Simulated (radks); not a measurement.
All-electron atom: the silicon ion Si3+ in [Ne] 3s1.

Calculated with a radial shooting solver on a logarithmic mesh with Libxc functionals: scalar-relativistic Kohn-Sham, PBE, spin-unpolarised, spherical densities, finite nucleus; Fermi nuclear charge, rms radius 3.1224 fm.

Energy parts (Ry):
part                       energy
total                  -575.43210
kinetic                 576.98853
electron-nucleus      -1344.70325
Hartree                 231.88283
exchange-correlation    -39.60022

Orbitals (lengths in bohr, moments of r in powers of bohr; r(90%) holds 90 % of the orbital's charge):
| orbital | occ. | eigenvalue (Ry) | r(90%) | <r> |
|---|---|---|---|---|
| 1s | 2 | -134.0331 | 0.199 | 0.1113 |
| 2s | 2 | -12.92703 | 0.891 | 0.5660 |
| 2p | 6 | -9.70315 | 0.897 | 0.5341 |
| 3s | 1 | -2.90231 | 2.73 | 1.846 |

The highest occupied level is 3s at -39.488 eV. Summed over all electrons, <r^2> = 6.844 bohr^2, which gives a Langevin (diamagnetic) susceptibility term of -5.42 x 10^-6 cm^3/mol.
